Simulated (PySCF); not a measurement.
H2INSn, SMILES [Sn]([I])[NH2] (connectivity only; charge and spin as stated), neutral, multiplicity 1.

Coordinates come from a PBE0-D3(BJ)/def2-SVP optimisation. The def2 effective core potentials stand for the cores of I, Sn; spin–orbit coupling is left out. Other conformers were not sampled.

These are PySCF 2.14.0 with PBE0-D3(BJ)/def2-SVP values and carry that method's errors.

Frequencies are harmonic and unscaled.

Computed normal modes with their intensities:
```json
[
 {"mode": "1", "ν (cm⁻¹)": "138", "IR (km/mol)": "0.6", "moving atoms (share of kinetic energy)": "N 61 %, H 21 %, I 12 %"},
 {"mode": "2", "ν (cm⁻¹)": "187", "IR (km/mol)": "23.7", "moving atoms (share of kinetic energy)": "Sn 53 %, I 45 %"},
 {"mode": "3", "ν (cm⁻¹)": "379", "IR (km/mol)": "172.0", "moving atoms (share of kinetic energy)": "H 85 %, N 15 %"},
 {"mode": "4", "ν (cm⁻¹)": "450", "IR (km/mol)": "44.9", "moving atoms (share of kinetic energy)": "H 96 %"},
 {"mode": "5", "ν (cm⁻¹)": "612", "IR (km/mol)": "59.3", "moving atoms (share of kinetic energy)": "N 67 %, H 23 %, Sn 10 %"},
 {"mode": "6", "ν (cm⁻¹)": "645", "IR (km/mol)": "26.7", "moving atoms (share of kinetic energy)": "H 73 %, N 24 %"},
 {"mode": "7", "ν (cm⁻¹)": "1498", "IR (km/mol)": "23.0", "moving atoms (share of kinetic energy)": "H 90 %, N 10 %"},
 {"mode": "8", "ν (cm⁻¹)": "3573", "IR (km/mol)": "33.0", "moving atoms (share of kinetic energy)": "H 96 %"},
 {"mode": "9", "ν (cm⁻¹)": "3695", "IR (km/mol)": "33.2", "moving atoms (share of kinetic energy)": "H 91 %, N 9 %"}
]
```
